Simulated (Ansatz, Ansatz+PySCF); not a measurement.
| atom | x (Å) | y (Å) | z (Å) |
| --- | --- | --- | --- |
| B | 0.0000 | 0.0000 | -0.6262 |
| H | 0.0000 | 0.0000 | 3.1309 |

Basis set: cc-pVDZ (spherical functions). Left uncorrelated: 1 orbital. Charge 0, multiplicity 1.

Computed with Ansatz (development build ahead of 0.2.0); each method stands on the lowest determinant of its kind that the runs found. Restricted open shells among the atoms or ions are ROHF, correlated in semicanonical orbitals with singles. Restricted functionals stand beside restricted open-shell atoms, which can lie above the unrestricted atoms usual in DFT and then raise those values.

The atomization energy at this shape (free ground-state atoms in the same class of orbitals less the molecule, no zero-point energy) of singlet BH in separate pieces:

```tsv
method	atomization energy
ωB97X (unrestricted)	-0.01 eV
r²SCAN (unrestricted)	0.06 eV
PBE0 (unrestricted)	0.02 eV
PBE (unrestricted)	0.03 eV
UHF-CCSDT(Q)	0.03 eV
r²SCAN (restricted)	-1.11 eV
UHF-CCSD(T)	0.01 eV
ωB97X (restricted)	-2.07 eV
UHF-MP2	0.01 eV
PBE0 (restricted)	-1.44 eV
UHF	0.01 eV
RHF-MP2	-1.65 eV
RHF	-3.42 eV
```

Q: What does PBE (restricted) give?

A: -0.79 eV. Caution for ωB97X (unrestricted), r²SCAN (unrestricted), PBE0 (unrestricted), PBE (unrestricted), r²SCAN (restricted), PBE (restricted), ωB97X (restricted), PBE0 (restricted): charge can spread falsely over distant fragments. Caution for ωB97X (unrestricted), PBE0 (unrestricted), UHF-CCSDT(Q), UHF-CCSD(T), UHF-MP2, UHF: the unrestricted determinant is a mixture of spin states. Caution for r²SCAN (unrestricted), PBE (unrestricted): the unrestricted determinant is spin contaminated. Caution for UHF-CCSDT(Q), UHF-CCSD(T), UHF-MP2: a plain start can end on a higher determinant; bonds are stretched, where a single reference can fail. Caution for UHF-CCSDT(Q): the amplitudes may be one of several solutions. Caution for r²SCAN (restricted), PBE (restricted), ωB97X (restricted), PBE0 (restricted), RHF-MP2, RHF: an unrestricted determinant lies well below. Caution for r²SCAN (restricted), ωB97X (restricted), PBE0 (restricted), RHF-MP2, RHF: the molecule lies well above its atoms at this level. Caution for RHF-MP2: large amplitudes, a single reference is doubtful.
